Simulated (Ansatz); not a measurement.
**Match the barriers**

Saddle point of GeSi2H9O, doublet (Si₂H₆O ([SiH3][O][SiH3]) + GeH₃ → Si₂H₅O ([SiH2][O][SiH3]) + GeH₄; bonds formed: H1–Ge5; bonds broken: H1–Si2), PBE0-D4/def2-TZVP structure:

H1  (-0.156, -0.079, -1.373)
Si2  (0.764, -1.580, -0.720)
O3  (0.966, -1.046, 0.814)
Si4  (0.449, -0.087, 2.032)
Ge5  (-1.033, 1.396, -1.470)
H6  (-0.117, -2.783, -0.714)
H7  (2.107, -1.921, -1.270)
H8  (1.269, -0.380, 3.232)
H9  (-0.983, -0.350, 2.327)
H10  (0.610, 1.343, 1.655)
H11  (-1.860, 1.387, -2.769)
H12  (-0.043, 2.574, -1.486)
H13  (-1.974, 1.525, -0.258)
(Å)

Program: Ansatz 0.2.0. Basis: def2-TZVPP, with def2-QZVPP for the basis limit. Cores are frozen in the correlated methods; orbitals are unrestricted. Filled d shells of the heavier atoms are correlated. The def2 sets are not built for correlating such inner shells, so the correlated values are less sure here. Extrapolation: Hartree–Fock as exp(−7.88 √X), correlation as X^−2.97. Four methods, as single points on the PBE0-D4 structures, gave these electronic barriers from the start structure: 7.23, 10.40, 16.49, 23.50 kcal/mol.

Question: The methods were, in alphabetical order, HF, MP2, PBE-D4, PBE0-D4. Which gave which? (A judgement: the text doesn't fix the answer.)

Answer: By the calculation: PBE-D4 7.23; PBE0-D4 10.40; MP2 16.49; HF 23.50 kcal/mol. For comparison, CCSD(T) at an estimated basis limit (MP2 extrapolated from triple and quadruple zeta, plus CCSD(T) − MP2 in triple zeta) gives 14.88 kcal/mol.

The T1 diagnostic stays at or below 0.014. ⟨S²⟩ of the unrestricted Hartree–Fock references: 0.75 to 0.78 (a pure state has 0.75).

Radical steps of this kind take place in plasma deposition and etching.

Labels in which every atom is bracketed show which atoms are joined, not bond orders.

For scale, one of the runs: CCSD(T)/def2-TZVPP, 289 basis functions, launched by `ansatz run in.yaml --threads 4 --pin off --events-out ev --progress --plain --max-ram 66560MiB --backend cuda --devices 0, --max-vram 37GiB`. The run took 21 s on 4 CPU threads of an AMD EPYC 7R13 and a share of one NVIDIA H100 (shared host), with 0.88 GiB of host memory at its peak.
